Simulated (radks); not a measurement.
Results of a calculation; reference values are marked as such.
Species: the ytterbium ion Yb12+. Configuration: [Kr] 4d10 4f8 5s2 5p2 (not the ground configuration).

Level of theory: Dirac Kohn-Sham, PBE, spin-unpolarised, spherical densities, finite nucleus; open shells fill j = l - 1/2 first; Fermi nuclear charge, rms radius 5.3108 fm (a radial shooting solver on a logarithmic mesh with Libxc functionals).

Energy parts (eV):
| part | energy |
|---|---|
| total | -381724.44 |
| kinetic | 424187.70 |
| electron-nucleus | -932733.67 |
| Hartree | 134562.96 |
| exchange-correlation | -7741.43 |

Orbitals (lengths in bohr, moments of r in powers of bohr; r(max) is where P^2 peaks):
orbital  occ.  eigenvalue (eV)   r(max)       <r^4>   <1/r>  small-component weight
1s1/2       2        -61411.88  0.01237   7.560e-07   80.61                6.90e-02
2s1/2       2        -10618.63  0.07077   0.0001157   19.46                1.55e-02
2p1/2       2        -10141.15  0.05297  0.00007043   19.44                1.55e-02
2p3/2       4        -9094.444  0.05939  0.00009817   16.69                1.42e-02
3s1/2       2        -2601.626   0.1997    0.004341   7.134                5.03e-03
3p1/2       2        -2390.722   0.1875    0.003873   7.050                4.97e-03
3p3/2       4        -2168.556   0.2008    0.004953   6.345                4.59e-03
3d3/2       4        -1809.110   0.1582    0.003440   6.232                4.47e-03
3d5/2       6        -1760.618   0.1619    0.003709   6.061                4.36e-03
4s1/2       2        -718.5490   0.4535     0.09930   3.024                1.67e-03
4p1/2       2        -632.6423   0.4543      0.1086   2.921                1.59e-03
4p3/2       4        -580.4442   0.4816      0.1369   2.682                1.45e-03
4d3/2       4        -438.3703   0.4797      0.1705   2.485                1.28e-03
4d5/2       6        -428.5259   0.4882      0.1827   2.428                1.25e-03
5s1/2       2        -265.3434   0.9758       1.887   1.336                5.00e-04
4f5/2       6        -251.8386   0.4525      0.3162   2.076                9.39e-04
4f7/2       2        -249.9524   0.4564      0.3263   2.056                9.26e-04
5p1/2       2        -235.3134    1.022       2.356   1.256                4.55e-04
5p3/2       0        -223.4660    1.076       2.837   1.182                4.24e-04
5d3/2       0        -176.5555    1.195       4.603   1.040                3.45e-04
5d5/2       0        -174.5049    1.212       4.826   1.025                3.39e-04
6s1/2       0        -138.6961    1.855       18.89  0.7395                2.22e-04

The highest occupied level is 5p1/2 at -235.31 eV. The density falls to 0.001 e/bohr^3 at r = 2.19 bohr. The electron density at the nucleus is 1.027e+06 e/bohr^3.
